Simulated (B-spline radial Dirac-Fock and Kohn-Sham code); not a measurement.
# Internal conversion coefficients of Yb at 208 keV

Z = 70 (ytterbium), transition energy 208 keV. Level of theory: a Dirac-Hartree-Slater potential of the neutral atom with a Latter tail (no hole, which puts coefficients of high multipoles low close above an edge), finite nucleus with surface currents; a B-spline atomic structure program. Subshells that would emit electrons below 1 keV are left out.

| subshell | electron energy (keV) | E2 | E3 | E4 | E5 | M1 |
| --- | --- | --- | --- | --- | --- | --- |
| K | 146.67 | 0.147 | 0.467 | 1.49 | 4.91 | 0.359 |
| L1 | 197.51 | 0.0164 | 0.0626 | 0.331 | 2.15 | 0.0498 |
| L2 | 198.02 | 0.0306 | 0.481 | 4.79 | 38.9 | 0.00430 |
| L3 | 199.06 | 0.0221 | 0.285 | 2.57 | 19.5 | 0.000563 |
| M1 | 205.60 | 0.00358 | 0.0147 | 0.0866 | 0.608 | 0.0111 |
| M2 | 205.83 | 0.00748 | 0.121 | 1.23 | 10.3 | 0.00105 |
| M3 | 206.05 | 0.00557 | 0.0730 | 0.668 | 5.14 | 0.000139 |
| M4 | 206.42 | 4.96e-05 | 0.00103 | 0.0389 | 0.804 | 3.21e-06 |
| M5 | 206.47 | 3.91e-05 | 0.00108 | 0.0306 | 0.531 | 2.42e-06 |
| N1 | 207.52 | 0.000867 | 0.00363 | 0.0219 | 0.156 | 0.00269 |
| N2 | 207.61 | 0.00177 | 0.0287 | 0.295 | 2.47 | 0.000249 |
| N3 | 207.66 | 0.00130 | 0.0171 | 0.157 | 1.21 | 3.23e-05 |
| N4 | 207.81 | 1.18e-05 | 0.000248 | 0.00939 | 0.195 | 7.65e-07 |
| N5 | 207.82 | 9.18e-06 | 0.000257 | 0.00735 | 0.128 | 5.70e-07 |
| N6 | 207.99 | 1.31e-08 | 1.52e-07 | 2.59e-06 | 0.000148 | 9.24e-10 |
| N7 | 207.99 | 1.56e-08 | 1.18e-07 | 3.04e-06 | 0.000144 | 1.05e-09 |
| total |  | 0.238 | 1.56 | 11.8 | 87.5 | 0.429 |

**Question.** For a pure E5 transition, what fraction of decays emits a photon?

**Answer.** 1/(1 + α) = 0.0113 with the total α = 87.5; the total includes the outer subshells that are not listed.

Values without a named source are computed, but for edge energies of neutral atoms, which are taken from tables.
